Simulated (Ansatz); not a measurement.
Relaxation of ClH$_{2}$InO$_{2}$ (6 atoms, charge 0, multiplicity 1), to a largest force component of 0.02 eV/Å in at most 40 steps.

Computed with RKS B3LYP/def2-SVP in Ansatz 0.2.0.

```xyz
6
Properties=species:S:1:pos:R:3
In 0.000 0.000 0.000
Cl 0.000 0.000 2.440
O 1.723 0.000 -0.995
H 2.023 -0.952 -1.150
O -1.723 0.000 -0.995
H -2.233 -0.847 -0.786
```

Where does it end, and by what steps?

The forces met the threshold. After 9 steps the energy has fallen by 0.345 eV; H4 moved furthest, 0.67 Å.

```csv
step,energy less start (eV),largest force component (eV/Å),accepted
0,0.0000,1.701,yes
1,-0.1175,1.417,yes
2,-0.0998,1.958,no
3,-0.1784,0.644,yes
4,-0.2172,0.277,yes
5,-0.2505,0.273,yes
6,-0.2942,0.281,yes
7,-0.3263,0.220,yes
8,-0.3441,0.046,yes
9,-0.3446,0.009,yes
```

```xyz
6
Properties=species:S:1:pos:R:3
In 0.069 -0.238 0.089
Cl -0.207 0.144 2.392
O 1.915 -0.316 -0.659
H 1.883 -0.486 -1.613
O -1.522 -0.482 -1.099
H -2.347 -0.421 -0.595
```

Whether the end is a true minimum wasn't checked by a vibrational analysis.

Run time: 45 s on 1 thread of Arm Neoverse V1, on a shared host, peak memory 0.17 GiB.
